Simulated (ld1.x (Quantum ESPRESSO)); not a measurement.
thallium: variants of one TM semilocal potential

Base potential:

* Element: Tl (Z = 81)
* Generator: ld1.x (Quantum ESPRESSO) 7.5
* Type: norm-conserving Troullier–Martins (semilocal form)
* Functional: PBE
* Relativity: scalar-relativistic
* Frozen core: [Xe] 4f14 5d10
* Valence charge: 3
* Reference configuration: 6s2 6p1
* Partial waves: 6s (bound): rc 2.10 bohr; 6p (bound): rc 2.50 bohr
* Local potential: the p channel
* Core correction: none

Cutoffs, loose and tight: the cutoffs (Ry, on a coarse ladder) from which the occupation-weighted sum of valence levels, in a spherical-Bessel basis at the reference potential, stays within 10 and 1 mRy of its value at 400 Ry. They do not see the model core or the augmentation charge, which bear on the density cutoff. Test errors are all-electron minus pseudo excitation energies from the reference, over the configurations 6s2 6p0; 6s1 6p0; 6s2 6p0.5; 6s2 6p1.3; 6s0 6p3; 6s1 6p2; 6s1 6p1. A dash means not determined; rows that change the core or the reference have their own tests.

In the semilocal form every listed channel keeps its own potential, so the choice of the local channel does not act on these tests. It acts once the file is put into the separable form.

A semilocal file is local in each channel, so a ghost entry of none says nothing of the separable form that plane-wave codes build from it.

```csv
change,outcome,"cutoff, loose","cutoff, tight",bound ghosts,largest test error (meV)
base,generated,18 Ry,30 Ry,none,+190
"type ultrasoft, which also changes the form from semilocal to separable; waves now 6s (bound): rcut 1.85, rcutus 2.10 bohr; 6s channel at 0.4 Ry: rcut 1.85, rcutus 2.10 bohr; 6p (bound): rcut 2.15, rcutus 2.50 bohr; 6p channel at 0.4 Ry: rcut 2.15, rcutus 2.50 bohr; local potential all-electron potential smoothed inside 2.30 bohr (lloc = -1); augmentation built from norm-conserving waves at rcut, not smoothed further",generated,8 Ry,10 Ry,none,+199
wave 6p (bound): rc 2.50 bohr becomes 6p (bound): rc 1.94 bohr,generated,25 Ry,35 Ry,none,+402
reference 6s2 6p0,generated,21 Ry,30 Ry,none,+487
"all radii scaled by about 1.31 (s 2.74, p 3.28 bohr)",generated,10 Ry,21 Ry,none,+156
wave 6s (bound): rc 2.10 bohr becomes 6s (bound): rc 3.14 bohr,generated,8 Ry,15 Ry,none,+85
"all radii scaled by about 0.93 (s 1.96, p 2.34 bohr)",generated,18 Ry,30 Ry,none,+189
core correction a·sin(br)/r model core inside 2.40 bohr,generated,18 Ry,30 Ry,none,-378
```

(1) What comes out with this change to the base: wave 6s (bound): rc 2.10 bohr becomes 6s (bound): rc 2.60 bohr?

(2) What comes out with this change to the base: core [Xe] 4f14, valence charge 13; reference 5d10 6s2 6p1; waves now 6s (bound): rc 1.70 bohr; 5d (bound): rc 1.70 bohr; 6p (bound): rc 2.65 bohr; core correction a·sin(br)/r model core, default radius (core density twice the valence density)?

Answers

(1) outcome: generated; cutoff, loose: 15 Ry; cutoff, tight: 21 Ry; bound ghosts: none; largest test error (meV): +167.

(2) outcome: generated; cutoff, loose: 50 Ry; cutoff, tight: 90 Ry; bound ghosts: none; largest test error (meV): -66.
